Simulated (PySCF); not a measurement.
C₄HCl₂F, SMILES C#CC(F)=C(Cl)Cl.

Geometry: PBE0-D3(BJ)/def2-SVP. The structure was generated by enumeration, and PubChem lists no compound with its InChIKey, so it may never have been made.

The numbers are results of PySCF with r2SCAN/def2-TZVP, not measurements.

Symmetry labels are those of the subgroup Cs that the program uses (full group Cs).

Q: List the valence orbital energies around the gap with their symmetry. (Estimate from the structure and the level; the computed values follow.)

A: 
```csv
orbital,symmetry,energy (eV)
HOMO−7,A",-10.60
HOMO−6,A',-10.54
HOMO−5,A',-9.02
HOMO−4,A",-8.77
HOMO−3,A',-8.46
HOMO−2,A",-8.44
HOMO−1,A',-7.74
HOMO,A",-6.19
LUMO,A",-2.31
LUMO+1,A',-1.33
LUMO+2,A',-0.79
LUMO+3,A',0.59
```
